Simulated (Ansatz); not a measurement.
Correlation energies of CH6AlNOSi (`O[SiH]1C[NH][AlH]1`) by basis set

```xyz
11

O    -1.8678    1.6116   -0.3742
Si   -0.6903    0.5239   -0.7946
C     0.9153    0.5406    0.2629
N     1.0344   -0.8881    0.5944
Al   -0.4029   -1.7553   -0.0092
H    -2.3244    1.4551    0.4528
H    -0.3933    0.8674   -2.2118
H     0.8118    1.1779    1.1510
H     1.7766    0.9100   -0.3085
H     1.8867   -1.1477    1.0688
H    -0.7462   -3.2956    0.1686
```

Total charge 0; spin multiplicity 1. All single points use the PBE0-D4/def2-TZVP geometry. It is one conformer, not always the lowest. Frozen core, restricted reference, Ansatz. CBS rows extrapolate triple and quadruple zeta; past MP2 they add the triple-zeta difference.

```tsv
basis	HF (Eh)	MP2 corr.	CCSD corr.	(T)	CCSD(T) total
def2-TZVPP	?	?	-0.85359	-0.03492	?
def2-QZVPP	?	?	–	–	–
CBS(def2)	-701.68362	-0.92051	-0.95873	as TZ	-702.67727
```

Question: Fill in the withheld values. (An estimate is asked.)

Answer: Ansatz gave: def2-TZVPP HF (Eh): -701.65586; def2-TZVPP MP2 corr.: -0.81537; def2-TZVPP CCSD(T) total: -702.54437; def2-QZVPP HF (Eh): -701.68026; def2-QZVPP MP2 corr.: -0.87577.
